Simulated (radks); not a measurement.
Q: Species: Te XLVI. Configuration: [He] 2s2 2p3. All-electron calculation, Dirac Kohn-Sham, BLYP, spin-unpolarised, spherical densities, finite nucleus; open shells fill j = l - 1/2 first; Fermi nuclear charge, rms radius 4.7423 fm. Program: a radial shooting solver on a logarithmic mesh with Libxc functionals. Some entries of the table are withheld. Estimate them.

orbital,occ.,eigenvalue (eV),r(max) (bohr)
1s1/2,2,-35344.69,0.01792
2s1/2,2,-8104.878,0.09915
2p1/2,2,(1),0.07561
2p3/2,1,(2),0.08004
3s1/2,0,-3442.950,0.2605
3p1/2,0,(3),(4)
3p3/2,0,(5),(6)

A: 
(1) 2p1/2 eigenvalue (eV): -7905.281
(2) 2p3/2 eigenvalue (eV): -7601.571
(3) 3p1/2 eigenvalue (eV): -3371.181
(4) 3p1/2 r(max) (bohr): 0.2422
(5) 3p3/2 eigenvalue (eV): -3289.515
(6) 3p3/2 r(max) (bohr): 0.2501
